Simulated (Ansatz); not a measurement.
Two structures of SiNH₇SO, closed shell, reached by relaxing down either side of one saddle point (PBE0-D4/def2-TZVP). Energies are electronic, without zero-point energy. Computed with Ansatz 0.2.0 (basis: def2-TZVPP and def2-QZVPP); correlated methods freeze the cores. Extrapolation: Hartree–Fock as exp(−7.88 √X), correlation as X^−2.97. First:

| atom | x (Å) | y (Å) | z (Å) |
| --- | --- | --- | --- |
| Si1 | 0.0987 | -1.0098 | -0.4950 |
| O2 | 0.6948 | 0.4769 | -0.0706 |
| H3 | 0.9142 | -1.5913 | -1.5920 |
| H4 | -1.2828 | -0.6811 | -0.9061 |
| N5 | 0.1013 | -2.1881 | 0.7331 |
| H6 | -0.2483 | 2.3744 | -0.3632 |
| S7 | -0.8040 | 3.5890 | -0.5417 |
| H8 | 1.6037 | 0.5213 | 0.2313 |
| H9 | 0.8008 | -2.9069 | 0.7918 |
| H10 | -0.4819 | -2.1475 | 1.5512 |
| H11 | -1.3964 | 3.5632 | 0.6612 |

Second:

Si1  (-0.855, -0.491, -0.920)
O2  (1.080, 0.748, 1.896)
H3  (-1.085, -1.162, -2.224)
H4  (-2.163, -0.302, -0.236)
N5  (0.340, -1.373, -0.105)
H6  (0.819, 1.256, 1.114)
S7  (-0.097, 1.518, -1.176)
H8  (1.953, 1.072, 2.130)
H9  (0.551, -2.329, -0.330)
H10  (0.728, -1.048, 0.770)
H11  (-1.272, 2.113, -0.918)
(Å)

Question: Which bonds change from the first to the second?

Answer: SiNH₅O ([NH2][SiH2][OH]) + H₂S → SiNH₅S ([NH2][SiH2][SH]) + H₂O; bonds formed: Si1–S7, O2–H6; bonds broken: Si1–O2, H6–S7.

Question: Give the saddle point's structure and its height above each. (Judge from chemistry; the value comes from the calculation.)

Answer: The calculation gives: 139.8 kJ/mol above the first and 111.8 kJ/mol above the second (CCSD(T) at an estimated basis limit (MP2 extrapolated from triple and quadruple zeta, plus CCSD(T) − MP2 in triple zeta)).
Si1  (-0.309, -0.284, -0.342)
O2  (0.666, 0.751, 0.832)
H3  (0.166, -0.532, -1.722)
H4  (-1.730, -0.233, 0.056)
N5  (0.365, -1.733, 0.376)
H6  (0.631, 1.632, 0.270)
S7  (-0.516, 2.091, -1.186)
H8  (1.533, 0.367, 1.030)
H9  (0.619, -2.483, -0.246)
H10  (0.018, -2.104, 1.248)
H11  (-1.442, 2.527, -0.316)
(Å)

T1 diagnostic: at most 0.012.

Labels in which every atom is bracketed show which atoms are joined, not bond orders.

For scale, one of the runs: CCSD(T)/def2-TZVPP, 244 basis functions, launched by `ansatz run in.yaml --threads 4 --pin off --events-out ev --progress --plain --max-ram 9574MiB`. Time: 62 s of wall clock on 4 CPU threads of an Intel Xeon Platinum 8259CL; the host was shared. Peak host memory: 4.7 GiB.
